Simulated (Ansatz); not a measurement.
Ansatz (a first-principles code) input (MP2/3-21G): The .json file is the Basis Set Exchange's 3-21G.

Ansatz 0.2 input:
```yaml
crystal:
  periodic: [false, false, false]
  atoms:
    - {symbol: Br, position_ang: [2.27667200, -0.59102400, -0.17203300]}
    - {symbol: C, position_ang: [0.40717800, -0.27853600, -0.02591600]}
    - {symbol: C, position_ang: [-0.51556600, -1.38042700, 0.08147000]}
    - {symbol: C, position_ang: [-1.77782400, -0.93428300, 0.17352500]}
    - {symbol: Se, position_ang: [-1.99636800, 0.90979000, 0.13986100]}
    - {symbol: C, position_ang: [-0.11540900, 0.96986900, -0.01766700]}
    - {symbol: H, position_ang: [-0.20600000, -2.41456500, 0.08485500]}
    - {symbol: H, position_ang: [0.40873800, 1.90782100, -0.08742600]}
basis:
  gaussian:
    orbitals: 3-21G.json
magnetization: {spin_polarized: true, initial_magnetization: 1}
correlation: {method: mp2, electrons: outside_noble_gas}
```

Output:

```
Functional definition: HF
integrals: 0.06 GiB planned
941 factors; integrals over basis functions are off by at most 9.2e-4 eV
mean field: 0.77 GiB planned
mean field evaluation 1: about -138781.6587 eV, gradient 1.5e1 eV
mean field evaluation 2: about -138781.9250 eV, gradient 1.6e1 eV
mean field evaluation 4: about -138784.2246 eV, gradient 2.5e0 eV
mean field evaluation 8: about -138784.4078 eV, gradient 7.7e-1 eV
mean field evaluation 16: about -138784.5925 eV, gradient 2.4e-4 eV
mean field evaluation 32: about -138782.8031 eV, gradient 1.1e0 eV
mean field evaluation 64: about -138784.3471 eV, gradient 1.3e0 eV
mean field -138784.59253666 eV, -5100.2397041468 hartree, gradient 7.3e-6 eV, S^2 1.237716; 4 other end points of the search recorded, 0 dependent functions left out
32 core orbitals not correlated
reference -138784.59253666 eV, -5100.2397041468 hartree; 16, 15 occupied and 38, 39 virtual orbitals, 941 factors
second order -10.61163116 eV of doubles, -0.00000000 eV of singles
Total energy: -138795.20416783 eV, -5100.6296743992 hartree
```

The geometry given is a B3LYP-D3(BJ)/def2-TZVP minimum.

The determinant is spin-contaminated: <S^2> is 1.24 against 0.75 for a pure state.
